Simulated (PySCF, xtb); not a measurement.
Be(Br)(OSiH3) (BeBrH₃OSi), SMILES [O]([SiH3])[Be][Br].

GFN2-xTB run with xtb at its own geometry gives an orbital gap of 6.03 eV and a dipole moment of 5.36 D.

Geometry optimised at B3LYP-D3(BJ)/def2-SVP. The values are those of a single conformer.

Problem. What does PySCF with r2SCAN/def2-TZVPD give? (Estimate from the structure and the level; the computed values follow.)

Solution. gap 6.81 eV (levels -7.72 and -0.91 eV), dipole 1.09 D.
